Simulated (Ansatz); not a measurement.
CH$_{8}$OSSi$_{2}$ (`CO[SiH2]S[SiH3]`), relaxed with RKS PBE-D4/def2-SVP in the Gaussian-basis code of Ansatz from a rough embedded geometry. The force threshold is 0.03 eV/Å; the program also tests the step.

Total charge 0; spin multiplicity 1.

Start:

```xyz
13

C    -0.931   -1.906    1.112
O    -0.114   -0.778    0.812
Si    0.478   -0.618   -0.684
S     1.977    0.892   -0.652
Si    0.597    2.515   -0.356
H    -0.386   -2.846    0.928
H    -1.233   -1.862    2.174
H    -1.806   -1.909    0.474
H     1.125   -1.865   -1.187
H    -0.574   -0.306   -1.660
H     1.366    3.781   -0.362
H    -0.141    2.368    0.877
H    -0.358    2.534   -1.475
```

```tsv
step	energy (eV)	largest force (eV/Å)	largest move (Å)
1	-29779.3470	1.602	0.000
2	-29779.5070	0.993	0.103
3	-29779.5359	0.476	0.121
4	-29779.5448	0.081	0.091
5	-29779.5488	0.047	0.113
6	-29779.5520	0.150	0.195
7	-29779.5553	0.143	0.073
8	-29779.5624	0.130	0.195
9	-29779.5662	0.201	0.194
10	-29779.5702	0.192	0.089
11	-29779.5756	0.114	0.047
12	-29779.5800	0.131	0.103
13	-29779.5836	0.177	0.123
14	-29779.5846	0.221	0.118
15	-29779.5861	0.174	0.018
16 (rejected)	-29779.5860	0.207	0.048
17	-29779.5876	0.057	0.024
18	-29779.5882	0.016	0.039
19	-29779.5887	0.054	0.089
20	-29779.5889	0.043	0.019
21	-29779.5890	0.022	0.013
```

End:

```xyz
13

C    -1.049   -1.490    0.961
O     0.150   -0.823    0.611
Si    0.820   -0.811   -0.932
S     1.930    1.020   -1.087
Si    0.449    2.249   -0.075
H    -0.873   -2.570    1.168
H    -1.453   -1.027    1.885
H    -1.826   -1.412    0.166
H     1.796   -1.929   -1.166
H    -0.310   -0.898   -1.926
H     0.770    3.659   -0.481
H     0.529    2.135    1.417
H    -0.936    1.897   -0.542
```

Run time 33 s (4 threads of an Arm Neoverse V2 on a shared host); peak host memory 0.18 GiB.
